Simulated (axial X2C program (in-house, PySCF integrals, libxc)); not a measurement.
Outer orbitals of HfCl⁺ at 2.219 Å, HF

Computed with an in-house all-electron X2C program for linear molecules (integrals from PySCF). Spin-free means the one-electron spin-free X2C Hamiltonian; two-component (2c) means X2C with spin–orbit coupling and atomic mean-field two-electron Coulomb and Gaunt terms, so the difference of the two also holds small scalar two-electron terms. Basis: Hf dyall-cv3z [13s14p9d7f4g], Cl dyall-av3z [9s8p3d2f] (cores contracted in-house); Gaussian nuclei, density fitting, unrestricted open shells. Masses: Hf 179.947 u, Cl 34.969 u.

The distance is close to the 2c PBE0 minimum; the highest filled and lowest empty levels are listed.

Spin-free orbitals, state M_S = 1, Λ = 2 (beyond evenly filled blocks: σα, δ+α) (Löwdin shares):

```tsv
symmetry	occupied	ε (eV)	atomic character
σβ	yes	-34.48	72% Cl s, 9% Hf d, 8% Hf p
σα	yes	-34.32	72% Cl s, 9% Hf d, 8% Hf p
σα	yes	-19.20	77% Cl p, 12% Hf d, 4% Hf s
σβ	yes	-19.17	78% Cl p, 10% Hf d, 4% Hf s
π-β	yes	-18.08	79% Cl p, 9% Hf d, 5% Hf f
π+β	yes	-18.08	79% Cl p, 9% Hf d, 5% Hf f
π-α	yes	-17.96	78% Cl p, 10% Hf d, 5% Hf f
π+α	yes	-17.96	77% Cl p, 11% Hf d, 5% Hf f
δ+α	yes	-14.94	99% Hf d
σα	yes	-14.02	57% Hf s, 25% Hf d, 8% Cl p
σβ	no	-5.57	65% Hf s, 22% Hf p, 6% Cl p
π+α	no	-4.94	52% Hf p, 44% Hf d, 3% Cl p
σα	no	-4.91	48% Hf p, 36% Hf d, 9% Hf s
π-α	no	-4.58	53% Hf p, 43% Hf d, 3% Cl p
```

Spinors with spin–orbit coupling (state Ω = 1):

```
   ω  occupied  ε (eV)             atomic character    λ mixture
 1/2       yes  -34.45   72% Cl s, 9% Hf d, 8% Hf p       100% σ
-1/2       yes  -34.28   72% Cl s, 9% Hf d, 8% Hf p       100% σ
-1/2       yes  -19.17  77% Cl p, 12% Hf d, 4% Hf s       100% σ
 1/2       yes  -19.15  78% Cl p, 10% Hf d, 4% Hf s       100% σ
-1/2       yes  -18.11   79% Cl p, 9% Hf d, 5% Hf f       100% π
 3/2       yes  -18.02  79% Cl p, 10% Hf d, 5% Hf f       100% π
 1/2       yes  -17.99  77% Cl p, 11% Hf d, 5% Hf f       100% π
-3/2       yes  -17.89  78% Cl p, 10% Hf d, 5% Hf f       100% π
 3/2       yes  -15.11                     98% Hf d  98% δ, 2% π
-1/2       yes  -13.99  57% Hf s, 25% Hf d, 8% Cl p       100% σ
 1/2        no   -5.62  60% Hf s, 26% Hf p, 6% Cl p  93% σ, 7% π
 1/2        no   -5.03  50% Hf p, 40% Hf d, 5% Hf s  91% π, 9% σ
-1/2        no   -4.90  49% Hf p, 36% Hf d, 9% Hf s  98% σ, 2% π
-3/2        no   -4.45  52% Hf p, 44% Hf d, 3% Cl p       100% π
```

How does the gap between the highest filled and lowest empty level change from the spin-free to the 2c table?

From 8.45 to 8.37 eV at HF, a change of -0.08 eV.

Mulliken charges and populations of the two-component result (they depend on the basis, above all on diffuse functions):

Hf 1.26 e (s 10.81 p 24.10 d 21.75 f 14.06 g 0.02), Cl -0.26 e (s 5.98 p 11.24 d 0.05 f 0.01). ⟨Lz⟩ = 1.99 ħ and ⟨Sz⟩ = -0.99 ħ (-1.01 and 0.03 on the two atoms), which add up to Ω.

The state is one determinant whose occupation by symmetry is held fixed; it was picked as the lowest of a PBE0 search that is not exhaustive. PBE0 can misorder states that lie within some tenths of an eV, so this need not be the ground state of the molecule. The nearest other spin-free determinant of the search, M_S = 0, Λ = 0, lies 0.017 eV up at the distance of the search. With several unpaired electrons one determinant need not be a pure state.
